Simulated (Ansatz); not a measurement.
Ideal-gas functions of CH4IInO (`O[CH2][InH][I]`) at 800 K and 1 bar, from an Ansatz frequency run at PBE0-D4/def2-TZVP.

Molar mass 273.76 g/mol, point group C1 (symmetry number 1), electronic degeneracy 1, moments of inertia 171.398, 532.689, 696.719 u Å². Harmonic wavenumbers (cm⁻¹, unscaled): 72, 82, 184, 246, 346, 398, 463, 512, 708, 1083, 1164, 1237, 1382, 1476, 1844, 3005, 3112, 3758.

Use S(trans) = R[1.5 ln M + 2.5 ln T − 1.1517]; rotational temperatures θ = 24.2544 K / I; S(rot) = R[ln(√π/σ · √(T³/θAθBθC)) + 1.5]; for each mode x = 1.438777 ν̃/T, S = R[x/(eˣ − 1) − ln(1 − e⁻ˣ)] and H = RT x/(eˣ − 1); 1 cm⁻¹ = 0.0119627 kJ/mol; R = 8.31446 J/(mol·K).

Problem. By hand: the entropy, in J/(mol·K).

Solution. Translation 199.4. Rotation: θ = 0.1415, 0.0455, 0.0348 K, giving 135.5. Vibration, mode by mode: 25.32, 24.24, 17.55, 15.16, 12.39, 11.27, 10.07, 9.29, 6.85, 3.97, 3.54, 3.19, 2.60, 2.28, 1.35, 0.24, 0.20, 0.07, in all 149.6. Electronic 0.0. Sum 484.5 J/(mol·K).

Problem. By hand: H − E and G − E in kJ/mol, counted from the electronic energy.

Solution. Zero-point energy ½ × 21072 × 0.0119627 = 126.0; thermal vibration 54.2; translation, rotation and pV give 4 RT = 26.6. H − E = 206.8 kJ/mol, and G − E = 206.8 − 800 × 484.5/1000 = -180.8 kJ/mol.

Vibration gives 31 % of the entropy, 49.6 J/(mol·K) of it from the modes under 150 cm⁻¹: soft modes count most, and the harmonic formula is weakest for them. The sum counts one conformer and one mirror image; others add a mixing term.
